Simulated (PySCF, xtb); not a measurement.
Si(H)(Cl)(OH)(OMe) (CH5ClO2Si), SMILES CO[SiH](O)Cl.

xtb with GFN2-xTB at its own geometry gives an orbital gap of 7.43 eV and a dipole moment of 2.40 D.

Geometry optimised at B3LYP-D3(BJ)/def2-SVP. This is a generated structure with no PubChem entry under its InChIKey; it may be hypothetical. Other conformers were not sampled.

Question: What does PBE/def2-TZVP (PySCF) give? (Estimate from the structure and the level; the computed values follow.)

Answer: gap 6.82 eV (levels -7.08 and -0.26 eV), dipole 1.61 D.
